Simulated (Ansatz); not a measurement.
Basis-set extrapolation for C2H7BN2Si, SMILES `CB[Si]1(N)C=N1` (PBE0-D4/def2-TZVP geometry, frozen core, Ansatz 0.2.0). Multiplicity 1, RHF reference.

```csv
,def2-TZVPP,def2-QZVPP
HF,-502.386004,-502.405222
MP2 correlation,-0.949654,-1.014408
CCSD(T) correlation,-1.040950,not run
```

Energies in hartree. Use E(X) = E(∞) + A·exp(−7.88·√X) for Hartree–Fock and E(X) = E(∞) + B·X^(−2.97) for correlation, with X = 3 and 4, and add CCSD(T) minus MP2 of the smaller set to the MP2 limit.

Q: What is the CCSD(T) energy at the basis-set limit?

A: HF limit: -502.405222 + (-0.019218) × 0.13774 = -502.40787. MP2 limit: -1.014408 + (-0.064754) × 0.74074 = -1.06237. Higher-order term: -1.040950 − (-0.949654) = -0.09130. Total: -503.56154 hartree, 3.66 eV below CCSD(T)/def2-TZVPP.
